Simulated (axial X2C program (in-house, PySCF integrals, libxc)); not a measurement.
TcF⁺: from the spin-free to the two-component result

Calculated with an axial X2C code built on PySCF integrals. Spin-free means the one-electron spin-free X2C Hamiltonian; two-component (2c) means X2C with spin–orbit coupling and atomic mean-field two-electron Coulomb and Gaunt terms, so the difference of the two also holds small scalar two-electron terms. Basis: Tc dyall-cv3z [12s12p8d5f3g], F dyall-av3z [7s6p3d2f] (cores contracted in-house); Gaussian nuclei, density fitting, unrestricted open shells. Masses: Tc 98.907 u, F 18.998 u.

Spin-free state: M_S = 5/2, Λ = 0 (beyond evenly filled blocks: σα, π+α, π-α, δ+α, δ-α); fragments Tc+ + F.

| level | Re (Å) | ωe (cm⁻¹) | De (eV) | μ (D) |
| --- | --- | --- | --- | --- |
| PBE0 | 1.838 | 690.8 | 4.069 | -4.71 |
| HF | 1.885 | 663.4 | 1.713 | -6.48 |
| MP2 | 1.866 | 660.5 | 4.133 | n/a |
| CCSD | 1.866 | 670.8 | 3.698 | n/a |
| CCSD(T) | 1.866 | 666.9 | 3.877 | n/a |
| B97-3 | 1.848 | 676.7 | 4.319 | -4.76 |

Correlated methods: 13 electrons correlated (number of frozen shells: Tc 4 s, 3 p, 1 d; F 1 s), 281 virtual spin orbitals or spinors in MP2, 90 natural virtuals in coupled cluster.

Dipoles are positive if F is the positive end and refer to the centre of mass.

Two-component determinant lowest at the distance of the search:

Ω = 5/2 (⟨Sz⟩ = 2.50, ⟨Lz⟩ = 0.00 at HF); fragments Tc+ + F.

```json
{"level": "PBE0", "Re (Å)": "1.838", "ωe (cm⁻¹)": "690.6", "De (eV)": "4.071", "μ (D)": "-4.71"}
{"level": "HF", "Re (Å)": "1.885", "ωe (cm⁻¹)": "663.3", "De (eV)": "1.702", "μ (D)": "-6.48"}
{"level": "MP2", "Re (Å)": "1.866", "ωe (cm⁻¹)": "660.4", "De (eV)": "4.125", "μ (D)": "n/a"}
{"level": "CCSD", "Re (Å)": "1.866", "ωe (cm⁻¹)": "670.7", "De (eV)": "3.688", "μ (D)": "n/a"}
{"level": "CCSD(T)", "Re (Å)": "1.867", "ωe (cm⁻¹)": "666.8", "De (eV)": "3.863", "μ (D)": "n/a"}
{"level": "B97-3", "Re (Å)": "1.848", "ωe (cm⁻¹)": "676.5", "De (eV)": "4.323", "μ (D)": "-4.76"}
```

Task: From the two tables, how do the constants change at the CCSD(T) level (2c against spin-free)?

Result: At the CCSD(T) level Re is unchanged within 0.001 Å and ωe doesn't move by more than 0.2 cm⁻¹; De changes by -0.014 eV.

One determinant describes the state; a PBE0 search over occupations chose it and may have missed a lower one. Dissociation energies refer to the lowest single-determinant-based atoms at the same level and basis. Density functionals use the spin component along the axis (collinear). CCSD and (T) use frozen natural virtuals with an MP2 correction for the truncation; (T) itself is uncorrected, so its De runs slightly low. In 2c an atomic determinant is not the ground J level, so De misses part of the atomic spin–orbit lowering. This holds for PBE0, B97-3. The functionals have no current-density term, which raises determinants with orbital currents, atoms included. With several unpaired electrons one determinant need not be a pure state. This is the top spin component of a Σ state; components of lower Ω are not single determinants and can lie lower.
